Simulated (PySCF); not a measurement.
```xyz
9

C     -0.0530     0.9802     0.1161
Si     1.1508    -0.4781    -0.0375
Si    -1.0929    -0.5933    -0.0894
H     -0.0707     1.6952    -0.7036
H     -0.1011     1.4822     1.0800
H      1.9648    -0.5274    -1.2746
H      1.9231    -0.8204     1.1798
H     -1.8814    -1.0157     1.0917
H     -1.8396    -0.7227    -1.3626
```

Charge 0, multiplicity 1.

Q: Give the Mulliken and meta-Löwdin atomic charges from PySCF with PBE0-D3(BJ)/def2-TZVP.

A: 
| atom | Mulliken (e) | meta-Löwdin (e) |
|---|---|---|
| C1 | -0.45 | -0.68 |
| Si2 | 0.08 | 0.32 |
| Si3 | 0.08 | 0.32 |
| H4 | 0.15 | 0.15 |
| H5 | 0.15 | 0.15 |
| H6 | 0.00 | -0.06 |
| H7 | 0.00 | -0.06 |
| H8 | 0.00 | -0.06 |
| H9 | 0.00 | -0.06 |
